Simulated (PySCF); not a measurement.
PySCF input (M06-2X/def2-TZVPD):

```python
from pyscf import gto, scf, dft

mol = gto.M(
    atom='''
    C    -1.26477731   -1.70813577   -0.96182717
    Sn   -0.12945319   -0.17501900   -0.09785452
    Cl    0.18265438    1.56625612   -1.60700368
    Cl   -1.13532290    0.73280217    1.79597689
    Cl    1.96378098   -0.93343005    0.57818276
    H    -1.29839443   -2.69110191   -0.51186522
    H    -1.82919419   -1.52481344   -1.86609671
    ''',
    basis='def2-tzvpd',
    ecp='def2-tzvp',
    charge=0,
    spin=1,
    verbose=4,
)

mf = dft.UKS(mol, xc='m062x').density_fit(auxbasis='def2-universal-jkfit')
mf.grids.level = 4
mf.conv_tol = 1e-9
mf.max_cycle = 100
mf.max_memory = 1500
mf.kernel()
if not mf.converged:
    mf = mf.newton()
    mf.kernel(mf.make_rdm1())
for _ in range(2):
    mo, _, stable, _ = mf.stability(return_status=True)
    if stable:
        break
    mf.kernel(mf.make_rdm1(mo, mf.mo_occ))
mf.analyze()
```

End of the output:

```
Extra cycle  E= -1634.22220558852  delta_E= -1.82e-12  |g|= 1.58e-06  |ddm|= 7.61e-06
converged SCF energy = -1634.22220558852  <S^2> = 0.75613105  2S+1 = 2.0061217
uhf_internal: lowest eigs of H = [0.2787305  0.34810286 0.37674187]
<class 'pyscf.df.df_jk.DFUKS'> wavefunction is stable in the internal stability analysis
**** SCF Summaries ****
Total Energy =                       -1634.222205588516772
Nuclear Repulsion Energy =             482.650889417001963
One-electron Energy =                -3297.602323292826441
Two-electron Energy =                 1180.729228287307478
Two-electron Coulomb Energy =         1289.754835329766820
DFT Exchange-Correlation Energy =     -109.025607042459399
HOMO-LUMO gap [eV] =                     6.444202425972618
**** MO energy ****
                             alpha | beta                alpha | beta
MO #1   energy= -102.647095393075  | -102.647138851131  occ= 1 | 1
MO #2   energy= -102.646342950662  | -102.646276700631  occ= 1 | 1
MO #3   energy= -102.645442573248  | -102.645249134581  occ= 1 | 1
MO #4   energy= -10.6056015698968  | -10.599109885993   occ= 1 | 1
MO #5   energy= -9.81041973422866  | -9.81043245116063  occ= 1 | 1
MO #6   energy= -9.80963083005904  | -9.80960607308366  occ= 1 | 1
MO #7   energy= -9.80868537417684  | -9.80861788688568  occ= 1 | 1
MO #8   energy= -7.53094438460566  | -7.53112565788209  occ= 1 | 1
MO #9   energy= -7.53024543742623  | -7.53020592782033  occ= 1 | 1
MO #10  energy= -7.52940588260028  | -7.52910974100591  occ= 1 | 1
MO #11  energy= -7.52787683872406  | -7.52784977995179  occ= 1 | 1
MO #12  energy= -7.52780540347847  | -7.52778918176384  occ= 1 | 1
MO #13  energy= -7.52707784919789  | -7.52703308102069  occ= 1 | 1
MO #14  energy= -7.52704057081404  | -7.52691415673224  occ= 1 | 1
MO #15  energy= -7.52614842085264  | -7.52602702335142  occ= 1 | 1
MO #16  energy= -7.52609941048711  | -7.52590092529087  occ= 1 | 1
MO #17  energy= -5.40830731496168  | -5.40821755852208  occ= 1 | 1
MO #18  energy= -3.72437365607121  | -3.72433706450508  occ= 1 | 1
MO #19  energy= -3.7242470254295   | -3.72386292505834  occ= 1 | 1
MO #20  energy= -3.72032836117608  | -3.72023972597274  occ= 1 | 1
MO #21  energy= -1.23914254064009  | -1.23925319447664  occ= 1 | 1
MO #22  energy= -1.23911784454057  | -1.23891659973911  occ= 1 | 1
MO #23  energy= -1.23558108785467  | -1.23546540274853  occ= 1 | 1
MO #24  energy= -1.23187712796064  | -1.23174756298489  occ= 1 | 1
MO #25  energy= -1.23157462117597  | -1.23134168744183  occ= 1 | 1
MO #26  energy= -0.932123737922836 | -0.931500077951631 occ= 1 | 1
MO #27  energy= -0.908891330224085 | -0.908875724841646 occ= 1 | 1
MO #28  energy= -0.907670196409468 | -0.9069950871681   occ= 1 | 1
MO #29  energy= -0.811279279620942 | -0.764299636596093 occ= 1 | 1
MO #30  energy= -0.580837490555836 | -0.577563851525702 occ= 1 | 1
MO #31  energy= -0.543928305927204 | -0.532025464977684 occ= 1 | 1
MO #32  energy= -0.459184224140173 | -0.4548726688356   occ= 1 | 1
MO #33  energy= -0.458268570039793 | -0.454209347060365 occ= 1 | 1
MO #34  energy= -0.454019137845702 | -0.448529844693522 occ= 1 | 1
MO #35  energy= -0.407822904297651 | -0.407295613183117 occ= 1 | 1
MO #36  energy= -0.407696152477224 | -0.407054808236116 occ= 1 | 1
MO #37  energy= -0.397161306975122 | -0.396603804963026 occ= 1 | 1
MO #38  energy= -0.396580832682622 | -0.395452983616182 occ= 1 | 1
MO #39  energy= -0.395934012057568 | -0.3911851196842   occ= 1 | 1
MO #40  energy= -0.391512943993115 | -0.387651709510058 occ= 1 | 1
MO #41  energy= -0.342317404670899 | -0.105497331586926 occ= 1 | 0
MO #42  energy= -0.0502752577930111 | -0.0457757028758523 occ= 0 | 0
MO #43  energy= 0.00717306174211725 | -0.00405965294463174 occ= 0 | 0
MO #44  energy= 0.0103855108749051 | 0.00851632968889994 occ= 0 | 0
MO #45  energy= 0.0209018446427297 | 0.0222247865252153 occ= 0 | 0
MO #46  energy= 0.0236807288018805 | 0.0274651261133333 occ= 0 | 0
MO #47  energy= 0.0390609296498247 | 0.0387013966699875 occ= 0 | 0
MO #48  energy= 0.0467609833102778 | 0.043758006963449  occ= 0 | 0
MO #49  energy= 0.0472851088571515 | 0.0450705824119563 occ= 0 | 0
MO #50  energy= 0.0509107565574018 | 0.0519955744483292 occ= 0 | 0
MO #51  energy= 0.0530756261792268 | 0.0527610891246949 occ= 0 | 0
MO #52  energy= 0.055662813569452  | 0.0542032065995241 occ= 0 | 0
MO #53  energy= 0.066745224691773  | 0.0661969681662424 occ= 0 | 0
MO #54  energy= 0.070336490493673  | 0.066903282883934  occ= 0 | 0
MO #55  energy= 0.0728058524774387 | 0.0747145216925384 occ= 0 | 0
MO #56  energy= 0.0904287704662892 | 0.0849904805538242 occ= 0 | 0
MO #57  energy= 0.0944324764276779 | 0.0907324306579958 occ= 0 | 0
MO #58  energy= 0.0968449774550958 | 0.0939422483142366 occ= 0 | 0
MO #59  energy= 0.102614988569006  | 0.0944259964330573 occ= 0 | 0
MO #60  energy= 0.113948381579219  | 0.110393128747643  occ= 0 | 0
MO #61  energy= 0.123439416769565  | 0.11344593765911   occ= 0 | 0
MO #62  energy= 0.149281665027863  | 0.146929881203347  occ= 0 | 0
MO #63  energy= 0.162299125545402  | 0.157435902755082  occ= 0 | 0
MO #64  energy= 0.168230445209687  | 0.161083603202651  occ= 0 | 0
MO #65  energy= 0.171344583994051  | 0.166170244017972  occ= 0 | 0
MO #66  energy= 0.184990206006473  | 0.18088281906094   occ= 0 | 0
MO #67  energy= 0.192633182303095  | 0.183254337909308  occ= 0 | 0
MO #68  energy= 0.199802129868584  | 0.188091003007118  occ= 0 | 0
MO #69  energy= 0.22112069542678   | 0.217351455295626  occ= 0 | 0
MO #70  energy= 0.223224482180093  | 0.222340281122264  occ= 0 | 0
MO #71  energy= 0.230128169009236  | 0.226145150478033  occ= 0 | 0
MO #72  energy= 0.234439443104033  | 0.228417519209631  occ= 0 | 0
MO #73  energy= 0.24037777802221   | 0.234674641772418  occ= 0 | 0
MO #74  energy= 0.248683287476716  | 0.248763830650329  occ= 0 | 0
MO #75  energy= 0.251903645901015  | 0.250950694633296  occ= 0 | 0
MO #76  energy= 0.256927823563944  | 0.255620304475569  occ= 0 | 0
MO #77  energy= 0.260473294907568  | 0.258554584695146  occ= 0 | 0
MO #78  energy= 0.263605380090591  | 0.259547518351594  occ= 0 | 0
MO #79  energy= 0.265764996453297  | 0.264366011066749  occ= 0 | 0
MO #80  energy= 0.272641952211196  | 0.271564036839985  occ= 0 | 0
MO #81  energy= 0.27712013336231   | 0.277656622860149  occ= 0 | 0
MO #82  energy= 0.286865561779274  | 0.28307421766835   occ= 0 | 0
MO #83  energy= 0.292280131279628  | 0.285274051212938  occ= 0 | 0
MO #84  energy= 0.29388743057941   | 0.286683629591221  occ= 0 | 0
MO #85  energy= 0.300744773849591  | 0.298179411543118  occ= 0 | 0
MO #86  energy= 0.316490552885897  | 0.305454469867864  occ= 0 | 0
MO #87  energy= 0.317385537458082  | 0.315128932981924  occ= 0 | 0
MO #88  energy= 0.331919393885144  | 0.317714077129857  occ= 0 | 0
MO #89  energy= 0.334493174305204  | 0.326317794626242  occ= 0 | 0
MO #90  energy= 0.351529647133026  | 0.334661661434301  occ= 0 | 0
MO #91  energy= 0.364795156574329  | 0.356743905447842  occ= 0 | 0
MO #92  energy= 0.380534687709008  | 0.372875249026129  occ= 0 | 0
MO #93  energy= 0.384965006412982  | 0.377081541828347  occ= 0 | 0
MO #94  energy= 0.392308135786581  | 0.388433100555127  occ= 0 | 0
MO #95  energy= 0.400762341045831  | 0.398004832194502  occ= 0 | 0
MO #96  energy= 0.421532533923742  | 0.416118400261892  occ= 0 | 0
MO #97  energy= 0.435528924413918  | 0.423574067419266  occ= 0 | 0
MO #98  energy= 0.442949944146484  | 0.42898647035748   occ= 0 | 0
MO #99  energy= 0.449902700640581  | 0.438046939650324  occ= 0 | 0
MO #100 energy= 0.467647012461484  | 0.442940199682738  occ= 0 | 0
MO #101 energy= 0.479957305355478  | 0.452981449325749  occ= 0 | 0
MO #102 energy= 0.492741192806727  | 0.483219668922343  occ= 0 | 0
MO #103 energy= 0.513467608123754  | 0.503763016782461  occ= 0 | 0
MO #104 energy= 0.514331450795188  | 0.511671642801115  occ= 0 | 0
[...]
```

It need not be the lowest isomer of its formula.
